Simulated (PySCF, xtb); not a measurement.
C2H5FSi2, SMILES C#C[Si@@H](F)[SiH3].

GFN2-xTB (xtb) at its own geometry gives an orbital gap of 4.17 eV and a dipole moment of 1.82 D.

Coordinates come from a ωB97X-D3(BJ)/def2-SVP optimisation. The structure was generated by enumeration; whether it is a known compound was not checked.

**Question.** What does PySCF with r2SCAN/def2-TZVP give? (Estimate from the structure and the level; the computed values follow.)

**Answer.** gap 5.37 eV (levels -7.18 and -1.81 eV), dipole 1.70 D.
